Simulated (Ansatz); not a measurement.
ClGa, singlet, geometry from GFN2-xTB (such geometries of metal compounds can be far from the true shape), with bond 2-1 at 1.8 times its length; CASSCF(4,5)/STO-3G (Ansatz, an electronic-structure program).

Ansatz was given this input:
Ansatz 0.2 input:
```yaml
crystal:
  periodic: [false, false, false]
  atoms:
    - {symbol: Ga, position_ang: [-0.00000000, -0.00000000, -0.76826455]}
    - {symbol: Cl, position_ang: [0.00000000, 0.00000000, 3.13632704]}
basis:
  gaussian:
    orbitals: STO-3G
hamiltonian:
  xc: hf
magnetization: {spin_polarized: false}
correlation: {active_space: {window: {electrons: 4, orbitals: 5}}}
```

Output, abridged:

```
Functional definition: HF
259 factors; integrals over basis functions are off by at most 9.7e-6 eV
mean field evaluation 1: about -64089.2827 eV, gradient 4.1e0 eV
mean field evaluation 2: about -64089.2843 eV, gradient 4.0e0 eV
mean field evaluation 4: about -64089.9506 eV, gradient 4.4e-1 eV
mean field evaluation 8: about -64089.9560 eV, gradient 1.1e-1 eV
mean field evaluation 16: about -64090.2525 eV, gradient 9.7e-1 eV
mean field evaluation 32: about -64090.2983 eV, gradient 1.3e-2 eV
mean field evaluation 64: about -64082.3804 eV, gradient 1.3e-6 eV
mean field evaluation 96: about -64090.3060 eV, gradient 1.2e-1 eV
mean field evaluation 128: about -64090.3013 eV, gradient 1.9e-1 eV
mean field evaluation 160: about -64090.1769 eV, gradient 3.7e0 eV
mean field evaluation 192: about -64090.0652 eV, gradient 1.1e0 eV
mean field evaluation 224: about -64090.3043 eV, gradient 1.0e-1 eV
mean field evaluation 256: about -64084.9545 eV, gradient 2.9e1 eV
mean field evaluation 288: about -64090.2983 eV, gradient 3.6e-5 eV
mean field evaluation 320: about -64090.2963 eV, gradient 4.4e-1 eV
mean field evaluation 352: about -64090.2136 eV, gradient 3.2e0 eV
mean field -64090.30649553 eV, -2355.2753217405 hartree, gradient 3.2e-6 eV, S^2 0.000000; 19 other end points of the search recorded, 0 dependent functions left out
reference -64090.30649553 eV, -2355.2753217405 hartree; 24, 24 occupied and 3, 3 virtual orbitals, 259 factors
state -64096.23617015 eV, -2355.4932332637 hartree
Total energy: -64096.23617015 eV, -2355.4932332637 hartree
```
